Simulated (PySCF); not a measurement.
## Molecular orbitals of CuF

ωB97X-V at R = 1.749 Å; PySCF, spin-free X2C with a Gaussian nucleus, basis sets Cu x2c-TZVPPall, F x2c-TZVPPall. State: ¹Σ⁺ (singlet), closed shell. Only the outer orbitals are listed, counted within each symmetry.

```tsv
orbital	occ.	ε (eV)	on Cu (%)	main shells (%)
8σ	2	-13.42	30	68 F p, 27 Cu d
3π	2	-12.53	40	60 F p, 40 Cu d
3π	2	-12.53	40	60 F p, 40 Cu d
1δ	2	-11.06	100	100 Cu d
1δ	2	-11.05	100	100 Cu d
4π	2	-10.33	63	61 Cu d, 37 F p
4π	2	-10.33	63	61 Cu d, 37 F p
9σ	2	-10.00	82	64 Cu d, 18 F p, 17 Cu s
10σ	0	-0.97	95	70 Cu s, 20 Cu p
5π	0	3.03	99	92 Cu p
5π	0	3.03	99	92 Cu p
```

Problem. Which are the highest filled and the lowest empty level, where do they sit, and how wide is the gap?

Solution. Highest filled 9σ at -10.00 eV (in %: 64 Cu d, 18 F p, 17 Cu s); lowest empty 10σ at -0.97 eV (in %: 70 Cu s, 20 Cu p); the gap at ωB97X-V is 9.03 eV.

| Quantity | Value |
| --- | --- |
| bond order (Mayer) | 0.84 |
| ⟨S²⟩ | 0.000 |
| charge on Cu (Mulliken, basis-dependent) | 0.53 |
| charge on Cu (Löwdin, basis-dependent) | 0.32 |
| dipole moment (positive dipole means Cu(−)F(+)) | -5.22 D |
